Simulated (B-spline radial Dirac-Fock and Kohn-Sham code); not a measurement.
These are calculated numbers from a radial finite-basis atomic code; the model is multi-electron Dirac-Fock with separately optimised hole states, Breit and Lamb-shift corrections added in first order. Free neutral atoms.

Q: Order these X-ray lines by photon energy, lowest first.
A. Yb Lη
B. Eu Lℓ
C. Fe Kα1
D. Sm Lα2
E. Cs Lα1
F. Ce Lγ4

A: E (4286.8 eV), B (5171.2 eV), D (5609.9 eV), C (6401.8 eV), F (6538.1 eV), A (7575.4 eV).
